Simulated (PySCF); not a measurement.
## How the method moves the HOMO and LUMO of `BC(=C)C#C`

Species: C4H5B.
Cartesian coordinates in Å at the PBE0-D3(BJ)/def2-SVP level; atoms count from 1:
```xyz
10
C4H5B angstrom
B     -1.0100    1.2039    0.3928
C     -0.2521   -0.1043    0.0328
C     -0.9322   -1.2777    0.0592
C      1.1342   -0.0687   -0.3200
C      2.3097   -0.0033   -0.6154
H     -2.1816    1.1280    0.6822
H     -0.4535    2.2740    0.3870
H     -1.9913   -1.2895    0.3297
H     -0.4598   -2.2355   -0.1834
H      3.3501    0.0530   -0.8767
```

Basis pcSseg-2 throughout (PySCF), one geometry. Isolated species at its PBE0-D3(BJ)/def2-SVP geometry, gas phase.

How do the orbital energies, the gap and the dipole change with the method?

| method | kind | HOMO (eV) | LUMO (eV) | gap (eV) | μ (D) | SCF cycles |
| --- | --- | --- | --- | --- | --- | --- |
| BLYP | GGA | -6.25 | -3.23 | 3.02 | 1.14 | 16 |
| B97-D | GGA | -6.34 | -3.21 | 3.12 | 1.13 | 16 |
| KT3 | GGA | -6.39 | -3.29 | 3.10 | 1.13 | 16 |
| KT2 | GGA | -6.39 | -3.35 | 3.04 | 1.15 | 17 |
| OPBE | GGA | -6.41 | -3.28 | 3.13 | 1.15 | 17 |
| PBE | GGA | -6.44 | -3.40 | 3.04 | 1.15 | 16 |
| BP86 | GGA | -6.51 | -3.46 | 3.05 | 1.15 | 16 |
| LDA | LDA | -6.64 | -3.67 | 2.98 | 1.17 | 16 |
| B97-2 | global hybrid | -7.16 | -2.43 | 4.74 | 1.14 | 14 |
| B3LYP | global hybrid | -7.20 | -2.63 | 4.57 | 1.14 | 14 |
| PBE0 | global hybrid | -7.42 | -2.43 | 4.99 | 1.15 | 14 |
| mPW1PW91 | global hybrid | -7.43 | -2.43 | 5.00 | 1.15 | 14 |
| BHandHLYP | global hybrid | -8.24 | -1.34 | 6.89 | 1.15 | 12 |
| CAM-B3LYP | range-separated hybrid | -8.65 | -1.31 | 7.33 | 1.13 | 12 |
| wB97X-D | range-separated hybrid | -9.17 | -0.58 | 8.59 | 1.13 | 14 |
| HF | Hartree–Fock | -9.48 | 1.20 | 10.68 | 1.23 | 12 |
| LC-wPBE | range-separated hybrid | -9.98 | -0.18 | 9.80 | 1.13 | 13 |

The HOMO spans 3.73 eV, from BLYP down to LC-wPBE, and the gap runs from 2.98 eV (LDA) to 10.68 eV (HF). Over the methods BLYP (0 %), B97-D (0 %), KT3 (0 %), KT2 (0 %), OPBE (0 %), PBE (0 %), BP86 (0 %), LDA (0 %), B97-2 (21 %), B3LYP (20 %), PBE0 (25 %), mPW1PW91 (25 %), BHandHLYP (50 %), HF (100 %), a straight line through the gap against the share of exact exchange rises by 0.76 eV for each 10 % (correlation coefficient 1.000). The dipole ranges from 1.13 D (wB97X-D) to 1.23 D (HF). This basis has no diffuse functions.
